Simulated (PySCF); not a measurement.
Acetic anhydride, C4H6O3.
Bonds: C1–C2, C2–O3 (double), C2–O4, O4–C5, C5–C6, C5–O7 (double). Hydrogens: H8, H9, H10 on C1; H11, H12, H13 on C6.

Method: core-valence-separated Tamm–Dancoff BHandHLYP/aug-pcX-1 (pcseg-1 on H) in PySCF, non-relativistic, gas phase, PBE0-D3(BJ)/def2-SVP geometry.

Computed oxygen K-edge spectrum, Gaussian lines of 0.8 eV full width, highest printed point 100; it ends one width below the last computed root. No empirical shift is added; at this level the pattern usually sits a few eV under experiment.

| photon energy (eV) | absorption |
| --- | --- |
| 528.0 | 1 |
| 528.2 | 4 |
| 528.4 | 14 |
| 528.6 | 38 |
| 528.8 | 74 |
| 529.0 | 100 |
| 529.2 | 96 |
| 529.4 | 65 |
| 529.6 | 31 |
| 529.8 | 11 |
| 530.0 | 3 |
| 530.2 | 0 |
| 530.4 | 0 |
| 530.6 | 0 |
| 530.8 | 0 |
| 531.0 | 0 |
| 531.2 | 0 |
| 531.4 | 0 |
| 531.6 | 0 |
| 531.8 | 0 |
| 532.0 | 0 |
| 532.2 | 0 |
| 532.4 | 0 |
| 532.6 | 0 |
| 532.8 | 0 |
| 533.0 | 2 |
| 533.2 | 6 |
| 533.4 | 14 |
| 533.6 | 25 |
| 533.8 | 32 |
| 534.0 | 29 |
| 534.2 | 20 |
| 534.4 | 13 |
| 534.6 | 10 |

Q: Assign the maxima to core holes.

A: 2 maxima:
- 529.1 eV: O3/O7 (anhydride carbonyl oxygen), 529.08 eV, f = 0.098, sum of 2, 100 % of the height at the exact maximum
- 533.8 eV: O4 (anhydride bridging oxygen), 533.83 eV, f = 0.030, 98 % of the height at the exact maximum

Roots within 0.03 eV on the same or equivalent atoms count as one line; shares under 12 % aren't listed.

Vibrational structure and lifetime widths aren't in the curve. The ionisation threshold wasn't computed; near and above it a finite basis only mimics Rydberg series and continuum.

Conformer computed: `[CH3:1][C:2](=[O:3])[O:4][C:5]([CH3:6])=[O:7]`: C1–C2–O4–C5 -179°, C2–O4–C5–C6 180°.

One conformer stands for the species.
